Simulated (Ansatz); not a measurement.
Program: Ansatz. Geometries: PBE0-D4/def2-TZVP. ΔE: electronic, gas phase. CCSD(T)/CBS adds triple-zeta CCSD(T) − MP2 to the extrapolated MP2 energy (def2 sets, frozen cores). This one scheme is used for every species. Functionals use def2-TZVPP. B3LYP here is the variant with VWN-RPA as its local correlation; programs differ in this. For Br outer-core shells are correlated without core-valence functions, which leaves a few kJ/mol of doubt a bond. Scalar relativity is left out up to krypton. Each species was taken in one conformer, which may not be the lowest.

Reaction (formal hydrolysis of a B–Br bond): `OB(F)Br` + H₂O → `OB(O)F` + HBr

| level | ΔE (kJ/mol) |
| --- | --- |
| ωB97X-V | -56.9 |
| ωB97M-V | -57.1 |
| B3LYP | -61.9 |
| RPA@PBE/def2-TZVPP | -56.4 |

(1) What does CCSD(T)/CBS give? (Estimate.)

Largest T1 diagnostic among the species: 0.012.

## Answers

(1) The calculation gave: -51.8 kJ/mol. The listed levels differ from it by -5.1, -5.3, -10.1, -4.6 kJ/mol.

Leaving LDA and LC-ωPBE aside and taking each functional with its dispersion term where it has one, the values, not all of them listed here, spread over 18.5 kJ/mol, from CAM-B3LYP-D4 to revPBE-D4. LDA lies −7.8 kJ/mol from PBE without D4. The D4 term adds +3.4 kJ/mol with B3LYP and +1.7 kJ/mol with PBE0; it sums over pairs of atoms, weighted by their polarisabilities, and B3LYP, whose exchange is more repulsive, gets the larger term. From BLYP to BHLYP (50 % exact exchange), in def2-TZVPP and without D4, ΔE moves by −8.1 kJ/mol.
